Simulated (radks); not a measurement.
Q: Spherical quantum dot in the effective-mass picture: electrons in a well V = -V0 / (1 + exp((r - R)/a)) with V0 = 6.09, R = 3.91, a = 0.15, all in effective atomic units (hartree* = m*/eps^2 hartree, bohr* = eps/m* bohr), one dielectric constant everywhere. Calculated with a radial shooting solver with Libxc functionals: non-relativistic Kohn-Sham, PBEsol, spin-polarised, spherical densities. Levels are named by radial order and angular momentum (1s, 1p, 1d, 2s, ...), and open shells are averaged over m. At N = 7 the configuration is 1s2 1p(up 3, down 2). Does electron 8 go into 1d up or 1d down or 1p down?

A: Into 1p down. The total energies of the other choices lie higher by 0.294 hartree* (1d up), 0.315 hartree* (1d down).
